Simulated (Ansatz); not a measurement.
Reaction (formal exchange of groups at a C–S bond): `C=CS[SiH3]` + `ClCBr` → `C=CC(Cl)Br` + `[SiH3]S`

Computed with Ansatz on PBE0-D4/def2-TZVP structures; ΔE is electronic, products minus reactants. CCSD(T)/CBS is the MP2 limit (def2-TZVPP, def2-QZVPP) plus CCSD(T) − MP2 in def2-TZVPP, frozen cores. Functionals use def2-TZVPP. For Br outer-core shells are correlated without core-valence functions, which leaves a few kJ/mol of doubt a bond. Scalar relativity is left out up to krypton. One conformer a species, not always the lowest.

```csv
species,PBE0-D4 energy (Eh)
`C=CS[SiH3]`,-767.19115
`ClCBr`,-3073.19502
`C=CC(Cl)Br`,-3150.52675
`[SiH3]S`,-689.86552
```

(1) Work out ΔE.

Largest T1 diagnostic among the species: 0.012.

## Answers

(1) ΔE = (-3150.52675) + (-689.86552) − (-767.19115) − (-3073.19502) = -0.00610 Eh = -3.8 kcal/mol. CCSD(T)/CBS gives -5.1 kcal/mol.

At CCSD(T), def2-SVP lies −2.5 kcal/mol from the extrapolated value and def2-TZVPP −0.3 kcal/mol. Leaving LDA and LC-ωPBE aside and taking each functional with its dispersion term where it has one, the values, not all of them listed here, spread over 1.6 kcal/mol, from ωB97M-V to revPBE-D4. LDA lies −1.7 kcal/mol from PBE without D4.
